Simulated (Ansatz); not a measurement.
Molecule: C6H8N, net charge 0, doublet state. It need not be the lowest isomer of its formula. 
Coordinates optimised at B3LYP-D3(BJ)/def2-TZVP (Ansatz, a first-principles code):
```
N
H 1 1.0059
C 1 1.3758 2 124.41
C 3 1.3807 1 107.59 2 -180.00
H 4 1.0765 3 125.90 1 -180.00
C 1 1.3880 2 124.47 3 180.00
C 6 1.3626 1 104.31 2 -180.00
C 6 1.4871 7 133.03 4 180.00
H 8 1.0886 6 109.54 7 0.00
H 8 1.0942 9 107.76 6 122.04
H 8 1.0942 9 107.76 10 115.93
C 3 1.4896 1 121.92 2 0.00
H 12 1.0890 3 109.81 1 180.00
H 12 1.0943 13 107.65 3 -122.10
H 12 1.0943 13 107.65 14 -115.80
```
Charge 0, spin multiplicity 2.

Parts of the frozen-core correlation energy in 6-31G* (Ansatz, hartree). Frozen orbitals: 7; correlated occupied orbitals by spin: 19 and 18; virtual: 95 and 96. Open shells are spin-unrestricted. No spin-orbit coupling. Non-relativistic.

| term | value |
|---|---|
| reference (HF) | -286.23354 |
| MP2 opposite-spin | [?] |
| MP2 same-spin | -0.23492 |
| CCSD correlation | [?] |
| (T) | [?] |
| T1 diagnostic | 0.028 |
| largest doubles amplitude | 0.069 |
| <S^2> of the reference | 0.986 |

Question: Some entries are withheld; supply them.

Answer: 
- MP2 opposite-spin, value: -0.65785
- CCSD correlation, value: -0.95632
- (T), value: -0.03759
